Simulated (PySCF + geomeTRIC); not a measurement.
A geometry relaxed with PySCF + geomeTRIC with B3LYP-D3(BJ)/def2-TZVP, charge 0, multiplicity 1:

```xyz
9

H     -0.8742    -1.1337     0.8024
H     -0.9706    -0.9238    -0.9477
C     -0.9460    -0.3953     0.0047
N      2.5257    -0.6378    -0.2159
H      0.1488     1.3313    -0.7332
H     -1.8815     0.1515     0.1217
C      1.5220    -0.0900    -0.0947
C      0.2352     0.5818     0.0569
H      0.2446     1.1226     1.0060
```

Question: Write the SMILES of this molecule.

Answer: `CCC#N`
